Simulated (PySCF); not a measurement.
Input of a run (PBE0-D3(BJ)/def2-SVP geometry optimisation, gas phase (PySCF 2.14.0)), started from GFN2-xTB:
```
{"job": {"xc": "PBE0", "basis": "def2-SVP", "d3": "d3bj", "grid": 1, "maxiter": 30, "shake": 0.01, "kind": "geom"}, "charge": 0, "multiplicity": 1}
C     -0.767830    -0.233050    -0.070460
C      0.477170     0.123110     0.037420
Br     1.071840     1.916100    -0.067590
Br     1.897260    -1.137140     0.314120
H     -1.550540     0.531900    -0.242410
H     -1.103740    -1.230940    -0.015740
```

Output (energies in Eh, forces in Eh/bohr):
```
step   0  E = -5224.32460721  max force = 0.048230
step   1  E = -5224.31835141  max force = 0.023611
step   2  E = -5224.32083963  max force = 0.019053
step   3  E = -5224.32640233  max force = 0.011517
step   4  E = -5224.32723013  max force = 0.006804
step   5  E = -5224.32764074  max force = 0.002078
step   6  E = -5224.32768478  max force = 0.000873
step   7  E = -5224.32768986  max force = 0.000330
optimisation converged
```

Task: Summarise the run.

Result: The energy falls by 1.9 kcal/mol over 8 energy and gradient evaluations, the largest force component goes from 0.0482 to 3.3e-04 Eh/bohr, and the atoms move by 0.027 Å rms after alignment. The bond that changes most is C2–Br4 (fully substituted alkene carbon to vinyl bromine), which shortens by 0.039 Å. Bonds longer at the end by more than 0.005 Å: 2 of 5; shorter: 3. Among the angles that change most is C2–C1–H6, from 124.1° to 120.4°. The energy rose by more than 1e-6 Eh at step 1.

Task: What are the final bond lengths?

Result: C1=C2 1.331 Å, C2–Br3 1.880 Å, C2–Br4 1.880 Å, C1–H5 1.092 Å, C1–H6 1.092 Å. Numbering counts from 1 in the input's order; the species is `C=C(Br)Br` (1,1-dibromoethene).

The run used 102 basis functions and 59 SCF cycles in all. Hardware: one thread of an Intel Xeon 6975P-C (shared host). Cost: 33 s wall, 0.44 GiB resident at most.

Stationary, but not proved a minimum.
